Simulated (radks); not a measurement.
The numbers below are computed, except where a source is named.
Question: Valence configurations of neutral lanthanum (all share [Xe]). Level of theory: scalar-relativistic Kohn-Sham, LDA (Slater exchange, Perdew-Wang correlation), spin-polarised, spherical densities, finite nucleus; open shells are filled with parallel spins first (spin-orbit coupling, left out, can overturn this in heavy ions); Fermi nuclear charge, rms radius 4.855 fm (a radial shooting solver on a logarithmic mesh with Libxc functionals). Order these by energy: 5d2 6s1; 5d1 6s1 6p1; 5d1 6s2; 5d1 6p2; 4f1 6s2; 6s2 6p1; 5d3.

Answer: From the lowest, in eV above it: 5d1 6s2 0.000; 5d2 6s1 0.131; 4f1 6s2 0.586; 5d3 1.287; 5d1 6s1 6p1 1.846; 6s2 6p1 2.403; 5d1 6p2 4.502. NIST lists [Xe] 5d1 6s2 as the ground configuration; this level of theory agrees among the configurations tried. The energies are those of spherical high-spin densities, not of single terms. No valid solution was reached for [Xe] 4f1 5d1 6s1.
